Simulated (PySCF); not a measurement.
Ligands exchanged one at a time, Al Br-I. Isolated molecules, 0 K electronic values unless said otherwise. Strings in code marks are SMILES.

Calculation: ωB97X-D3(BJ)/def2-TZVP // PBE0-D3(BJ)/def2-TZVP (PySCF). Excitations are Tamm–Dancoff values on a coarser integration grid. The basis has no diffuse functions, so Rydberg states are missing or too high.

```json
[
 {"species": "0 of 3 Br replaced by I", "HOMO (eV)": "-11.03", "S1 oscillator strength": "0.000", "S1 excitation (TDA) (eV)": "6.42"},
 {"species": "1 of 3 Br replaced by I (`[Br][Al]([I])[Br]`)", "HOMO (eV)": "-10.41", "S1 oscillator strength": "(withheld)", "S1 excitation (TDA) (eV)": "5.78"},
 {"species": "2 of 3 Br replaced by I (`[Br][Al]([I])[I]`)", "HOMO (eV)": "(withheld)", "S1 oscillator strength": "0.000", "S1 excitation (TDA) (eV)": "5.48"},
 {"species": "3 of 3 Br replaced by I", "HOMO (eV)": "-9.99", "S1 oscillator strength": "0.000", "S1 excitation (TDA) (eV)": "(withheld)"}
]
```

Problem. Some entries are withheld; supply them.

Solution. 
- 1 of 3 Br replaced by I (`[Br][Al]([I])[Br]`), S1 oscillator strength: 0.014
- 2 of 3 Br replaced by I (`[Br][Al]([I])[I]`), HOMO (eV): -10.16
- 3 of 3 Br replaced by I, S1 excitation (TDA) (eV): 5.24
